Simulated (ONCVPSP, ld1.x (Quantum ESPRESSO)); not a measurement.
**Potentials for boron compared**

Generated with ld1.x 7.5 (TM, RRKJ, ultrasoft, PAW), atompaw 4.2 or ONCVPSP 4.0.1. The cutoff is in Ry: for ld1.x and atompaw files where the sum of valence levels is converged to 10 mRy in a Bessel basis, for ONCV files where the hardest occupied wave has 1 mHa per electron of residual kinetic energy. The error is the largest all-electron minus pseudo excitation energy over each file’s own four to seven test configurations (ionisations up to +4, promotions, holes and added fractions of an electron), all of which were solved. The labels leave out finer settings (local radius, basis sizes, second energies), which also bear on the numbers. Spin-polarised tests are not counted. The rows are a selection from randomly drawn settings: files with unsolved tests, undetermined cutoffs or missed reference levels are left out.

```tsv
potential	cutoff (Ry)	largest error (meV)	bound ghosts
ONCV, PBEsol, scalar-relativistic, rc 1.35/1.90 (sp), local smoothed, core correction yes, reference 2s2 2p0.75, qcut 6.2/3.4, projectors 1/2	65	+109	none
ONCV, LDA (Perdew-Zunger), non-relativistic, rc 1.30/1.20 (sp), local smoothed, core correction yes, reference 2s1, qcut 5.1/8.1, projectors 2/2	27	+25	none
TM semilocal, LDA (PZ), scalar-relativistic, rc 1.45/3.40 (sp), local s, core correction yes, reference 2s2 2p1	21	+411	none
ONCV, LDA (Perdew-Zunger), scalar-relativistic, rc 1.35/2.50 (sp), local s, core correction yes, reference 2s2 2p0.5, qcut 5.3/6.1, projectors 0/2	25	+72	none
RRKJ, PBE, scalar-relativistic, rc 1.65/2.05 (sp), local s, core correction yes, reference 2s1.5 2p1.5	21	+168	none
PAW, PBEsol, scalar-relativistic, rc 1.80/4.35 (sp), local smoothed, core correction yes, reference 2s2 2p1	6	-334	none
```

Question: Fill in the row for B: ONCV, PBEsol, scalar-relativistic, rc 1.35/2.70/2.60 (spd), local smoothed, core correction yes, reference 2s2 2p0.75, qcut 5.2/4.7/4, projectors 2/2/1.

Answer: cutoff 24 Ry, largest error +151 meV, bound ghosts: none.
